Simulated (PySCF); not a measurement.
Gas-phase reaction: GaBr3 + Ga2H6 ⇌ 3 GaH + 3 HBr

Method: PySCF energies plus ideal-gas RRHO corrections (1 bar). † marks an energy on the PBE0/def2-TZVP geometry and frequencies; other levels use their own. CCSD(T) freezes the core. 6-31G* has spherical d functions here. All species are closed-shell singlets. B3LYP is the form with VWN-RPA correlation. Br, Ga: all electrons, no relativistic terms. Ga2H6, GaH: computed as isolated molecules; such fragments, hydroxides, amides, oligomers or adducts are transient or little studied in the gas. CCSD(T) isn't extrapolated to the basis-set limit; its ΔH°(298 K) is 662.8 kJ in def2-SVP and 700.5 kJ in def2-TZVPP. The harmonic model lacks anharmonicity and excited electronic states, which grow with temperature; levels with a mode under 35 cm⁻¹ are left out. Soft modes under 120 cm⁻¹ make the harmonic entropy rough for GaBr3.

ΔH° and ΔS° at 298 K: B3LYP/6-31G* 585 kJ, 535 J/K; BLYP/def2-TZVP† 536 kJ, 538 J/K; CCSD(T)/def2-SVP† 663 kJ, 538 J/K; CCSD(T)/def2-TZVPP† 700 kJ, 538 J/K; PBE/def2-SVP 664 kJ, 535 J/K.

Question: With the heat capacities included, give log10 K (1 bar) at 500, 800, 1200, 2000, 2500 K from B3LYP/6-31G*, BLYP/def2-TZVP†, CCSD(T)/def2-SVP†, CCSD(T)/def2-TZVPP†, PBE/def2-SVP.

Answer: 
| T (K) | B3LYP/6-31G* | BLYP/def2-TZVP† | CCSD(T)/def2-SVP† | CCSD(T)/def2-TZVPP† | PBE/def2-SVP |
|---|---|---|---|---|---|
| 500 | -33.1 | -27.9 | -41.1 | -45.1 | -41.5 |
| 800 | -10.4 | -7.0 | -15.3 | -17.8 | -15.6 |
| 1200 | 2.0 | 4.3 | -1.2 | -2.8 | -1.5 |
| 2000 | 11.5 | 13.0 | 9.7 | 8.7 | 9.5 |
| 2500 | 14.3 | 15.5 | 12.8 | 12.1 | 12.6 |
